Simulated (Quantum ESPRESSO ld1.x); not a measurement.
Values are calculated unless marked as measured or tabulated.
Input (ld1.x (Quantum ESPRESSO 7.5)):

```
 &input
    atom='B',
    iswitch=1,
    rel=0,
    lsd=1,
    dft='PZ',
    config='[He] 2s0 2p0',
    verbosity='high',
    prefix='ld1',
    max_out_wfc=37,
    file_charge='ld1.rho',
 /
```

Command: `OMP_NUM_THREADS=1 ld1.x < ld1.in > ld1.out`

Output (excerpt):

```
     Program LD1 v.7.5 starts

     --------------------------- All-electron run ----------------------------

     atomic number is  5.00
     dft =PZ   lsd =1 sic =0 latt =0  beta=0.20 tr2=1.0E-14
     Exchange-correlation= PZ
                           (   1   1   0   0   0   0   0)
     mesh =1653 r(mesh) = 100.13929 a.u. xmin = -7.00 dx = 0.00800
     1 Ry =  13.60569312 eV

     n l     nl                  e(Ry)          e(Ha)          e(eV)
     1 0     1S 1( 1.00)     -16.840086689      -8.420043344   -229.1210517
     2 0     2S 1( 0.00)      -3.012873987      -1.506436993    -40.9922389
     2 1     2P 1( 0.00)      -2.654935724      -1.327467862    -36.1222407
     1 0     1S 2( 1.00)     -16.840086689      -8.420043344   -229.1210517
     2 0     2S 2( 0.00)      -3.012873987      -1.506436993    -40.9922389
     2 1     2P 2( 0.00)      -2.654935724      -1.327467862    -36.1222407

     final scf error:  1.3E-15 reached in  10 iterations

     Etot =     -43.483190 Ry,     -21.741595 Ha,    -591.618942 eV
     Total magnetization:    0.00 Bohr mag.

     Ekin =      43.263880 Ry,      21.631940 Ha,     588.635072 eV
     Encl =     -92.972424 Ry,     -46.486212 Ha,   -1264.954275 eV
     Eh   =      11.482215 Ry,       5.741107 Ha,     156.223487 eV
     Exc  =      -5.256860 Ry,      -2.628430 Ha,     -71.523227 eV

     normalization and overlap integrals

     s(1S/1S) =  1.000000  <r> =   0.3286  <r2> =    0.1460  r(max) =   0.2115
     s(2S/2S) =  1.000000  <r> =   1.5295  <r2> =    2.7483  r(max) =   1.2796
     s(2P/2P) =  1.000000  <r> =   1.4008  <r2> =    2.3878  r(max) =   1.0904
     s(1S/1S) =  1.000000  <r> =   0.3286  <r2> =    0.1460  r(max) =   0.2115
     s(2S/2S) =  1.000000  <r> =   1.5295  <r2> =    2.7483  r(max) =   1.2796
     s(2P/2P) =  1.000000  <r> =   1.4008  <r2> =    2.3878  r(max) =   1.0904

     ------------------------ End of All-electron run ------------------------
```

Run on one thread of a shared host, so times are rough (Intel(R) Xeon(R) Processor @ 2.60GHz): 0.56 s of CPU time, 0.87 s wall, 10 iterations on 1653 mesh points.
